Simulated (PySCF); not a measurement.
# An isoelectronic set: 45 electrons

PBE0 in PySCF with def2-SVP on every atom (core potentials on Rb), for the lowest determinant that a PBE0 search found; no spin–orbit coupling. All have 45 electrons, 7 of them in the valence shells, and the same state, a doublet (π ↑). For ions De leads to the atom and ion picked by measured ionisation energies and electron affinities.

```
species  difference of nuclear charges  Re (Å)  ωe (cm⁻¹)  k (mdyn/Å)  De (eV)  dissociates to  Mayer bond order
   NaSe                             23   2.604        272       0.776     2.35         Na + Se              0.86
   ZnS⁺                             14   2.171        391        1.92     2.02         Zn⁺ + S              1.33
  NaBr⁺                             24   2.955        135       0.190     0.41        Na⁺ + Br              0.26
   RbF⁺                             28   2.981        118       0.127     0.19         Rb⁺ + F              0.09
```

Question: Which member of the whole set has the stiffest bond, and how does it compare with the softest?

Answer: ZnS⁺ with k = 1.92 mdyn/Å, 15 times that of RbF⁺.

Weak bonds: NaBr⁺, RbF⁺. Basis-set superposition, not corrected here, can be much of De in a small basis, most of all at correlated wavefunction levels. Spin–orbit coupling is left out. For an ion De counts to the pair picked by the measured ionisation energies or electron affinities, which need not be the lowest pair at this level. States were picked by a PBE0 search and need not be the measured ground states.
